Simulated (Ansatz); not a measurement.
Consider the isomerisation: `C=C[CH2][GeH2][F]` → `C=[C](C)[GeH2][F]`.

Gas-phase electronic energies from Ansatz, PBE0-D4/def2-TZVP geometries. CCSD(T)/CBS adds triple-zeta CCSD(T) − MP2 to the extrapolated MP2 energy (def2 sets, frozen cores). DFT in def2-TZVPP. For Ge outer-core shells are correlated without core-valence functions, which leaves a few kJ/mol of doubt a bond. Scalar relativity is left out up to krypton. One conformer a species, not always the lowest.

| level | ΔE (kJ/mol) |
| --- | --- |
| r2SCAN-D4 | 0.7 |
| PBE0-D4 | 1.3 |
| PBE | 1.8 |
| PBE0 | 2.0 |
| MP2/def2-TZVPP | -0.2 |
| SCS-MP2/def2-TZVPP | -0.2 |
| SCS-MP2/def2-QZVPP | 0.8 |
| HF/CBS(def2) | 2.8 |

(1) What does CCSD(T)/CBS give? (An estimate is asked.)

Largest T1 diagnostic among the species: 0.011.

Results:

(1) Ansatz gave: +1.4 kJ/mol. The listed levels differ from it by -0.7, -0.1, 0.4, 0.6, -1.6, -1.6, -0.6, 1.4 kJ/mol.
